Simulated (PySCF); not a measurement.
GaCl4, SMILES [Cl][Ga-]([Cl])([Cl])[Cl], charge -1. Heavy atoms are numbered as in [Ga-:1]([Cl:2])([Cl:3])([Cl:4])[Cl:5].

Geometry: PBE0-D3(BJ)/def2-SVPD. The isomer is the one that the SMILES or the coordinates give; other isomers of the formula were not compared.

The numbers are results of PySCF with HF/pcSseg-1, not measurements.

GIAO shieldings, no solvent; atoms alike by connectivity are averaged. δ = σ(ref) − σ: ³⁵Cl against HCl (σ = 958.2 ppm), references at their B3LYP-D3(BJ)/def2-TZVP geometries, non-relativistic (without spin–orbit terms, shifts of atoms bonded to Cl or Br come out too high).

| nucleus | atoms | count | δ (ppm) |
|---|---|---|---|
| ³⁵Cl | Cl2 | 4 | -47.7 |
